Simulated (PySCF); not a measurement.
C2H9GeN. Atoms are numbered in the order given.

```xyz
13

Ge     0.5080    -0.3521     0.3136
N      1.3161     1.0197    -0.6409
C     -1.3288    -0.5245    -0.3690
C     -2.1016     0.7974    -0.3457
H      1.3495    -1.6171     0.0345
H      0.4672    -0.1011     1.8502
H      0.9818     1.9490    -0.3889
H      2.3319     1.0293    -0.5603
H     -1.2559    -0.9129    -1.3981
H     -1.8453    -1.2949     0.2280
H     -2.1897     1.2012     0.6770
H     -3.1248     0.6793    -0.7392
H     -1.6004     1.5603    -0.9636
```

Geometry optimised at B3LYP-D3(BJ)/def2-SVP. The values are those of a single conformer.

Method: PySCF with PBE/def2-TZVP.

Gas-phase values at a fixed geometry.

```yaml
total_energy: -2212.93864 hartree
highest_occupied_level: -5.70 eV
lowest_empty_level: -0.21 eV
orbital_gap: 5.49 eV
dipole_moment: 0.69 D
quadrupole, principal values (traceless, Buckingham form, about the centre of nuclear charge): -5.60, 0.30, 5.30 D·Å
mean_static_polarisability: 66.2 bohr³ (9.80 Å³)
polarisability_principal_values: 59.6, 64.7, 74.3 bohr³
```
